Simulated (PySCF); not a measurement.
ReO2Br3, SMILES [O]=[Re](=[O])([Br])([Br])[Br], multiplicity 1.

Coordinates come from a B3LYP-D3(BJ)/def2-SVP optimisation. The multiplicity is an assumed one; other spin states were not compared. The def2 effective core potentials stand for the cores of Re; spin–orbit coupling is left out.

Two levels are set side by side: TDA-PBE/def2-SVPD (PySCF) and TDA-PBE0/def2-SVPD (PySCF). Vertical, same geometry. The lowest singlet is HOMO→LUMO 95 % with PBE and HOMO→LUMO 95 % with the other functional; states are paired by order. Differences are taken from unrounded values.

```json
[
 {"quantity": "lowest singlet excitation (eV)", "TDA-PBE0": "1.72", "TDA-PBE": "1.37", "TDA-PBE minus TDA-PBE0": "-0.35"},
 {"quantity": "lowest triplet excitation (TDA) (eV)", "TDA-PBE0": "1.20", "TDA-PBE": "0.84", "TDA-PBE minus TDA-PBE0": "-0.36"}
]
```

Functionals without exact exchange tend to place singlet excitations lower, as here. Differences between two approximate levels are no errors against the true value.

Rough cost on one machine, each run with all the roots and properties that it gave: TDA-PBE0 against TDA-PBE about 3 times.
